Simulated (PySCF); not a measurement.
C3H4N2, SMILES c1c[nH]cn1. Atoms are numbered in the order given.

```xyz
9

C      0.2372    -1.1476     0.0000
C     -1.0133    -0.5647     0.0000
N     -0.7716     0.7906     0.0000
C      0.5840     0.9626     0.0000
N      1.2181    -0.1892     0.0000
H      0.4770    -2.2113     0.0000
H     -2.0213    -0.9740     0.0000
H     -1.4735     1.5220     0.0000
H      1.0449     1.9515     0.0000
```

Geometry: r2SCAN-D4/def2-SVP.

Computed with ωB97X/def2-TZVP (PySCF).

Symmetry labels are those of the subgroup Cs that the program uses (full group Cs).

List the valence orbital energies around the gap with their symmetry. (The exact figures need the calculation; the answer reports its results.)


| orbital | symmetry | energy (eV) |
|---|---|---|
| HOMO−7 | A' | -18.48 |
| HOMO−6 | A" | -15.06 |
| HOMO−5 | A' | -14.93 |
| HOMO−4 | A' | -14.81 |
| HOMO−3 | A' | -13.94 |
| HOMO−2 | A" | -10.56 |
| HOMO−1 | A' | -10.30 |
| HOMO | A" | -8.93 |
| LUMO | A" | 2.80 |
| LUMO+1 | A' | 3.05 |
| LUMO+2 | A" | 3.92 |
| LUMO+3 | A' | 4.57 |
